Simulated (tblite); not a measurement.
Compound: C₉H₇ (doublet state).
SMILES with atom numbers: `[C:1]#[C:2][C:3](=[C:4]=[C:5]=[CH2:6])/[CH:7]=[CH:8]\[CH3:9]` (hydrogens: H10, H11 on C6; H12 on C7; H13 on C8; H14, H15, H16 on C9)

Structure used (GFN2-xTB), in Å, numbered top down from 1:
```
atom  x, y, z in Å
C1    -0.801   -3.710   -0.765
C2    -0.533   -2.641   -0.254
C3    -0.450   -1.248    0.012
C4     0.719   -0.657   -0.274
C5     1.895   -0.302   -0.521
C6     3.104    0.161   -0.751
C7    -1.619   -0.615    0.572
C8    -1.808    0.704    0.707
C9    -0.848    1.765    0.303
H10    3.821   -0.415   -1.311
H11    3.421    1.124   -0.384
H12   -2.397   -1.301    0.881
H13   -2.734    1.040    1.154
H14   -0.063    1.869    1.054
H15   -1.352    2.723    0.203
H16   -0.363    1.511   -0.639
```

The geometry is computed with GFN2-xTB (gas phase). This method treats the open shell by occupation alone, without spin polarisation.

Masses are those of the commonest isotopes; rigid-rotor values at the optimised geometry. The values belong to one conformer with, in the numbering `[C:1]#[C:2][C:3](=[C:4]=[C:5]=[CH2:6])/[CH:7]=[CH:8]\[CH3:9]`, C1–C2–C3–C4 -105°, C2–C3–C7–C8 -169°.

(1) What are A, B and C (MHz)?

(2) What kind of rotor is it?

(3) Is it planar, by Δ = Ic − Ia − Ib?

(4) Where do the levels up to J = 4 lie, in K?

Answers

(1) Ia = 300.78, Ib = 332.52, Ic = 623.58 u·Å²; 505379 MHz·u·Å²/I gives A = 1680, B = 1520, C = 810.4 MHz.

(2) An asymmetric top. Ray's parameter κ = (2B − A − C)/(A − C) = 0.631; −1 is the prolate and +1 the oblate limit.

(3) Not planar: Δ = Ic − Ia − Ib = -9.71 u·Å². For a rigid frame Δ = −2 Σ m c², so Σ m c² = 4.86 u·Å² lies off the ab plane: 2.19 from hydrogen and 2.67 from heavier atoms. The atom farthest from that plane is 0.99 Å away.

(4) Above 0(0,0), as E/k:
J = 1: 1(0,1) 0.112, 1(1,1) 0.120, 1(1,0) 0.154
J = 2: 2(0,2) 0.308, 2(1,2) 0.309, 2(1,1) 0.411, 2(2,1) 0.434, 2(2,0) 0.462
J = 3: 3(0,3) 0.580, 3(1,3) 0.580, 3(1,2) 0.764, 3(2,2) 0.770, 3(2,1) 0.861, 3(3,1) 0.907, 3(3,0) 0.927
J = 4: 4(0,4) 0.929, 4(1,4) 0.929, 4(1,3) 1.191, 4(2,3) 1.192, 4(2,2) 1.369, 4(3,2) 1.385, 4(3,1) 1.463, 4(4,1) 1.539, 4(4,0) 1.552

For this open shell read J as N, the rotation without spin; fine and hyperfine splittings come on top. Its GFN2-xTB frequencies are all real (lowest 42 cm⁻¹). These are rigid-rotor constants of the computed structure; measured ground-state constants (B0) also hold zero-point vibration.

The run took 0.92 s on Arm Neoverse V1, one thread, on a shared host. These figures are those of the optimisation.
